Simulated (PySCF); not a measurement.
Molecule: 2-methyl-2-hexene (SMILES CCCC=C(C)C).

Bonds (- single, = double, # triple, : aromatic): C1-C2, C2-C3, C3-C4, C4=C5, C5-C6, C5-C7. C1 carries H8, H9, H10; C2 carries H11, H12; C3 carries H13, H14; C4 carries H15; C6 carries H16, H17, H18; C7 carries H19, H20, H21.

Frames of a GFN2-xTB Langevin trajectory at 400 K; GIAO PBE0/pcSseg-1 shieldings in PySCF 2.14.0 with density-fitted response routines, gas phase, non-relativistic; equivalent atoms averaged within each frame.

References, each an isolated molecule treated in the same way: 13C (σref 186.93) and 1H (σref 31.72) vs TMS. The references are static minima.

Task: How do the shifts (ppm) fluctuate along the trajectory?

Result: 
```csv
time (fs),C4,C5,C2,C1,C6,C3,C7,H15,H8/H9/H10,H11/H12
optimised geometry,133.2,140.3,26.2,14.3,30.2,33.9,19.7,5.40,0.92,1.39
250,139.9,139.8,28.1,24.9,24.2,23.1,20.7,5.25,2.25,1.99
425,135.0,152.4,20.9,8.2,27.3,41.9,23.4,6.56,0.36,1.59
625,121.1,130.9,27.8,22.0,29.6,30.9,21.1,5.01,1.54,1.68
800,134.0,144.2,33.5,24.0,33.0,30.8,24.2,4.46,1.65,2.34
1000,131.9,146.7,22.2,21.7,33.9,32.1,26.2,4.73,1.48,0.88
mean of frames,132.4,142.8,26.5,20.2,29.6,31.8,23.1,5.20,1.46,1.70
standard deviation,7.0,8.1,5.1,6.8,4.0,6.7,2.3,0.81,0.68,0.54
```

5 frames give an uncertainty of the mean of about the standard deviation over 2.2 at best, since frames this close in time may not be independent; classical motion lacks zero-point vibration, and the reference would need the same averaging.
